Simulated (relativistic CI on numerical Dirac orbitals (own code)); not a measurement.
Pd4+: L-alpha,beta X-ray emission

Computed with this model: Dirac-Coulomb-Breit CI, orbitals from a KLI potential per configuration, QED by a radiative potential, valence Slater integrals scaled by 0.8, multiplet model of X-ray emission after core ionisation; configurations [Kr] 4d6 → [He] 2s2 2p5 3s2 3p6 3d10 4s2 4p6 4d6 → [Ar] 3d9 4s2 4p6 4d6; 80 K; Lorentzian 2 eV and Gaussian 0.6 eV FWHM. Energies are those of the free ion, without screening or charge transfer. S is read from ⟨S²⟩ = S(S + 1).

free ion: ground-state S = 1.98, centroid 2891.87 eV. Peaks (eV, height): 2840.6 (100), 2987.8 (12), 2992.8 (34).

Strongest unbroadened transitions for free ion:

```
Energy (eV)  Relative strength
    2839.61               17.4
    2839.92               17.2
    2840.10               12.3
    2840.13                7.7
    2840.19                8.5
    2840.43                9.9
    2840.59               10.5
    2840.62               10.7
    2840.65              100.0
    2840.94               18.7
    2840.95               36.1
    2841.39                6.7
    2841.98                6.2
    2987.79               11.8
    2991.40               11.0
    2992.77                6.6
    2992.80                9.8
    2994.43               20.2
```
